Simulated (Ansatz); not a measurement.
`[F][Al]1[CH2][GaH]1` + HCl → `[Cl][Al]1[CH2][GaH]1` + H–F at 500 K and 1 bar (ligand exchange at the Al–F bond).

Computed with Ansatz on PBE0-D4/def2-TZVP structures; ΔE is electronic, products minus reactants. CCSD(T)/CBS is the MP2 limit (def2-TZVPP, def2-QZVPP) plus CCSD(T) − MP2 in def2-TZVPP, frozen cores. This one scheme is used for every species. For Ga outer-core shells are correlated without core-valence functions, which leaves a few kJ/mol of doubt a bond. Scalar relativity is left out up to krypton.

```json
{"species": "`[F][Al]1[CH2][GaH]1`", "CCSD(T)/CBS energy (Eh)": "-2305.62486", "H − E (kJ/mol)": "126.7", "S (J/(mol·K))": "389.3"}
{"species": "HCl", "CCSD(T)/CBS energy (Eh)": "-460.38127", "H − E (kJ/mol)": "32.5", "S (J/(mol·K))": "201.9"}
{"species": "`[Cl][Al]1[CH2][GaH]1`", "CCSD(T)/CBS energy (Eh)": "-2665.60423", "H − E (kJ/mol)": "125.6", "S (J/(mol·K))": "404.1"}
{"species": "H–F", "CCSD(T)/CBS energy (Eh)": "-100.39570", "H − E (kJ/mol)": "39.4", "S (J/(mol·K))": "188.7"}
```

H − E and S are ideal-gas, rigid-rotor, harmonic terms from PBE0-D4/def2-TZVP, for one conformer and one mirror image of each species. 1 Eh = 2625.50 kJ/mol, R = 8.31446 J/(mol·K).

Q: By hand: ΔE, ΔH, ΔS and ΔG.

A: ΔE = (-2665.60423) + (-100.39570) − (-2305.62486) − (-460.38127) = 0.00620 Eh = 16.3 kJ/mol. Δ(H − E) = 125.6 + 39.4 − 126.7 − 32.5 = 5.8, so ΔH = 22.1 kJ/mol. ΔS = 404.1 + 188.7 − 389.3 − 201.9 = 1.6 J/(mol·K). ΔG = 22.1 − 500 × (1.6)/1000 = 21.3 kJ/mol.

Q: By hand: the equilibrium constant, and the temperature at which ΔG would vanish if ΔH and ΔS stayed fixed.

A: log₁₀ K = −ΔG/(RT ln 10) = -2.2. ΔG = 0 at ΔH/ΔS = 13812 K, far beyond where these terms or the molecules hold.

The number of gas molecules stays the same, so ΔS is small and ΔH decides. A doubt of 5 kJ/mol in ΔE shifts log₁₀ K by 0.5 here. Other conformers and mirror images would add mixing entropy, several J/(mol·K) or more a flexible species. Modes under 60 cm⁻¹, often nearly free rotors, make the harmonic entropy too high. These are equilibria of isolated gas molecules and say nothing of rates. Largest T1 diagnostic: 0.015 (customary marks: 0.02 for closed shells, 0.045 for open ones).
